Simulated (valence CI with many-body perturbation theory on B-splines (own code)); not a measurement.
## Hyperfine factors and g values of Hg LXXVI

Computed by valence CI with perturbative core correlation (CI+MBPT): three valence electrons over a frozen Dirac-Fock core [He], a basis of 11 s, 11 p, 9 d, 7 f, 5 g, 2 h, 1 i functions for each j, with the one-electron correlation potential Σ1, the two-electron term Σ2, the three-electron term Σ3, Breit, model QED; selected CI, second order for the rest (own B-spline code, finite nucleus).

No measured spectrum was set against this ion. As an estimate, large intervals hold to a few tenths of a per cent, small ones and those within an open d or f shell to about a per cent.

A/g_I is the dipole constant over the nuclear g factor μ/I (μ in nuclear magnetons, uniformly magnetised nucleus), B/Q the quadrupole constant per barn. Both hold the static response of the core; the bare values leave it out. Large factors of s and p1/2 electrons are usually good to 5 to 10 %; those of open d and f shells near neutrality can be off by tens of per cent, and small factors of p3/2, d and f electrons come from cancelling terms and can be off by a factor of two or in sign, in half-filled shells by more. B is blank for J = 1/2, where it vanishes, and for nearly pure S terms. Energies count from the lowest level.

Levels are named by their leading jj configuration (3d3/2^4 stands for four electrons in 3d with j = 3/2), which in mixed levels can hold well under half, so a name can repeat and another be missing. Letters in brackets count levels of one name in rising energy.

```
                     Level  E (eV)      g  A/g_I (MHz)  A/g_I bare  B/Q (MHz/b)  B/Q bare
        (2s^2 2p1/2) J=1/2       0  0.605     1.12e+07    1.12e+07                       
        (2s 2p1/2^2) J=1/2     312  1.999     3.36e+07    3.33e+07                       
        (2s^2 2p3/2) J=3/2    2097  1.291      1100000     1130000      2220000   2220000
(2s 2p1/2 2p3/2) J=3/2 [a]    2317  1.608      7860000     7810000      1740000   1740000
    (2s 2p1/2 2p3/2) J=5/2    2360  1.294      9650000     9590000      1980000   1990000
    (2s 2p1/2 2p3/2) J=1/2    2442  1.273    -1.31e+07   -1.29e+07                       
(2s 2p1/2 2p3/2) J=3/2 [b]    2443  0.969         3520       59300      1080000   1080000
     (2p1/2^2 2p3/2) J=3/2    2765  1.301      1040000     1080000      2160000   2160000
        (2s 2p3/2^2) J=5/2    4432  1.411      7660000     7610000       224000    225000
        (2s 2p3/2^2) J=1/2    4554  1.915     3.39e+07    3.35e+07                       
        (2s 2p3/2^2) J=3/2    4554  1.161     -5470000    -5360000      -176000   -176000
     (2p1/2 2p3/2^2) J=3/2    4806  1.427      -993000     -924000        89100     89200
     (2p1/2 2p3/2^2) J=5/2    4828  1.154      3100000     3120000        -5960     -5970
     (2p1/2 2p3/2^2) J=1/2    4893  0.605     1.13e+07    1.12e+07                       
           (2p3/2^3) J=3/2    6950  1.281      1070000     1110000     -2250000  -2250000
           (2s^2 3s) J=1/2   12786  1.977     1.00e+07     9930000                       
        (2s^2 3p1/2) J=1/2   12888  0.652      3410000     3400000                       
   (2s 2p1/2 3s) J=1/2 [a]   12995  2.345     1.94e+07    1.92e+07                       
       (2s 2p1/2 3s) J=3/2   13025  1.518     1.84e+07    1.82e+07      -136000   -137000
   (2s 2p1/2 3s) J=1/2 [b]   13061  0.678     1.73e+07    1.72e+07                       
(2s 2p1/2 3p1/2) J=1/2 [a]   13081  0.254     -1860000    -1800000                       
    (2s 2p1/2 3p1/2) J=3/2   13111  1.073     1.62e+07    1.61e+07      -134000   -134000
(2s 2p1/2 3p1/2) J=1/2 [b]   13164  1.893     3.42e+07    3.39e+07                       
        (2p1/2^2 3s) J=1/2   13366  1.977      9630000     9540000                       
     (2p1/2^2 3p1/2) J=1/2   13446  0.640      3410000     3390000                       
        (2s^2 3p3/2) J=3/2   13506  1.316       350000      359000       691000    691000
        (2s^2 3d3/2) J=3/2   13570  0.782       216000      216000       132000    133000
(2s 2p1/2 3p3/2) J=3/2 [a]   13714  1.382      1490000     1480000       680000    681000
        (2s^2 3d5/2) J=5/2   13728  1.209      2100000     2090000       259000    260000
(2s 2p1/2 3p3/2) J=3/2 [b]   13753  1.238      5120000     5090000       245000    246000
    (2s 2p1/2 3p3/2) J=5/2   13753  1.279      7230000     7180000       448000    449000
    (2s 2p1/2 3p3/2) J=1/2   13757  1.334    -1.44e+07   -1.42e+07                       
(2s 2p1/2 3d3/2) J=3/2 [a]   13765  0.573     -2800000    -2760000       133000    134000
    (2s 2p1/2 3d3/2) J=5/2   13799  0.991      9120000     9040000         7340      8020
(2s 2p1/2 3d3/2) J=3/2 [b]   13818  1.138      9080000     8980000       124000    124000
    (2s 2p1/2 3d3/2) J=1/2   13822  0.440    -1.47e+07   -1.46e+07                       
(2s 2p1/2 3d5/2) J=5/2 [a]   13938  1.294      2060000     2040000       148000    149000
    (2s 2p1/2 3d5/2) J=7/2   13970  1.213      6530000     6480000         5170      6030
(2s 2p1/2 3d5/2) J=5/2 [b]   13982  1.075       738000      739000       229000    230000
    (2s 2p1/2 3d5/2) J=3/2   13983  1.127     -8570000    -8500000        82800     83300
```

(1) Take the isotope of mass number 201, with I = 3/2, μ = -0.558 μN and Q = 0.387 b. What is the hyperfine structure of (2s 2p1/2^2) J=1/2?

Answers

(1) From the table A = -1.25e+07 MHz. Shifts from the centre of gravity in MHz: F = 1: 1.56e+07, F = 2: -9380000.
